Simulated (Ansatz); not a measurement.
Relaxation of CH3AlF2 (7 atoms, charge 0, multiplicity 1), to a largest force component of 0.02 eV/Å in at most 50 steps.

All numbers below come from RKS PBE-D4/def2-SVP (Ansatz 0.2.0).

```xyz
7
Properties=species:S:1:pos:R:3
F 0.205 -0.991 1.655
C 0.601 -0.484 0.421
F 1.036 -1.540 -0.346
Al -0.821 0.421 -0.542
H -1.007 -1.079 -0.246
H -1.749 1.504 0.272
H -0.639 0.783 -2.070
```

Where does it end, and by what steps?

The run converged. The force dipped under the threshold on the way, but the program's further checks kept it going. After 39 steps the energy has fallen by 2.561 eV; H5 moved furthest, 1.31 Å. Parted: Al4–H5. Joined: F1–Al4, C2–H5.

```
step  energy less start (eV)  largest force component (eV/Å)  accepted
   0                  0.0000                           4.758       yes
   2                 -1.2880                           2.079       yes
   4                 -1.6494                           4.117       yes
   6                 -2.1735                           0.492       yes
   8                 -2.3415                           0.701       yes
  10                 -2.3865                           0.441       yes
  12                 -2.3961                           0.079       yes
  14                 -2.3968                           0.001       yes
  16                 -2.3968                           0.002       yes
  18                 -2.3970                           0.029       yes
  20                 -2.3979                           0.062       yes
  22                 -2.4008                           0.076       yes
  24                 -2.4062                           0.086       yes
  26                 -2.4209                           0.224       yes
  28                 -2.4404                           0.221       yes
  30                 -2.4546                           0.181       yes
  32                 -2.5075                           0.407       yes
  34                 -2.5462                           0.551       yes
  36                 -2.5591                           0.080       yes
  38                 -2.5607                           0.046       yes
  39                 -2.5609                           0.005       yes
```

```xyz
7
Properties=species:S:1:pos:R:3
F 0.427 0.000 0.907
C -0.218 -1.157 -0.007
F 0.811 -1.786 -0.576
Al -0.752 0.699 -0.491
H -0.660 -1.812 0.776
H -2.095 1.259 0.158
H 0.113 1.411 -1.623
```

Whether the end is a true minimum wasn't checked by a vibrational analysis.

The run took 98 s on 1 thread of Intel(R) Xeon(R) Platinum 8375C CPU @ 2.90GHz (Ice Lake) (shared host), peak memory 0.15 GiB.
